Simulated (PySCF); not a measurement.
GeH2O2, neutral, multiplicity 1. Atoms are numbered in the order given.

```xyz
5

Ge     0.0000     0.0000     0.4311
O      0.0000     1.3152    -0.8137
H      0.0000     2.1900    -0.3875
O      0.0000    -1.3152    -0.8137
H      0.0000    -2.1900    -0.3875
```

Geometry optimised at PBE-D3(BJ)/def2-TZVP. One conformer was computed; it need not be the lowest.

Method: PBE-D3(BJ)/def2-TZVP (PySCF).

Frequencies are harmonic and unscaled.

Task: List the normal modes with their intensities. (Estimate from the structure and the level; the computed values follow.)

Result: 
```
mode  ν (cm⁻¹)  IR (km/mol)  moving atoms (share of kinetic energy)
----  --------  -----------  --------------------------------------
1          258          0.0                 O 74 %, Ge 14 %, H 12 %
2          389          0.0                          H 85 %, O 15 %
3          468        163.3                                  H 97 %
4          641        141.9                         O 79 %, Ge 20 %
5          658         51.4                         O 77 %, Ge 17 %
6          803        104.7                                  H 93 %
7          865        120.6                          H 86 %, O 13 %
8         3716        126.7                                  H 94 %
9         3717          0.3                                  H 94 %
```
